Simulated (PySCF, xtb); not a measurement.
B(Cl)(vinyl)(OMe) (C3H6BClO), SMILES C=CB(Cl)OC.

GFN2-xTB run with xtb 6.7.1 at its own geometry gives an orbital gap of 4.06 eV and a dipole moment of 4.13 D.

Geometry optimised at ωB97X-D3(BJ)/def2-SVP. Other conformers were not sampled.

Problem. What does B3LYP/def2-TZVP run with PySCF give? (The exact figures need the calculation; the answer reports its results.)

Solution. gap 6.47 eV (levels -7.90 and -1.43 eV), dipole 3.13 D.
